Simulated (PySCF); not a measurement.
Constitutional and geometric isomers with formula H4OSi2. All species are isolated molecules in the gas phase. One relaxed conformer stands for each flexible species; it need not be the lowest. Strings in code marks are SMILES.

The four lowest singlet excitations (Tamm–Dancoff). The numbers are results of B3LYP-D3(BJ)/def2-TZVP (PySCF), not measurements. B3LYP has the VWN-RPA correlation part, as in Gaussian. Excitations are Tamm–Dancoff values on a coarser integration grid. The basis has no diffuse functions, so Rydberg states are missing or too high.

| state | energy (eV) | wavelength (nm) | oscillator strength |
|---|---|---|---|
| S1 | 4.22 | 294 | 0.018 |
| S2 | 4.26 | 291 | 1.024 |
| S3 | 4.43 | 280 | 0.001 |
| S4 | 5.23 | 237 | 0.002 |

Problem. Identify which member gives these states.
(A) `O=[SiH][SiH3]`
(B) `O[SiH]=[SiH2]` (H–O–Si–Si torsion 31°)
(C) `O1[SiH2][SiH2]1`

Solution. C, `O1[SiH2][SiH2]1`
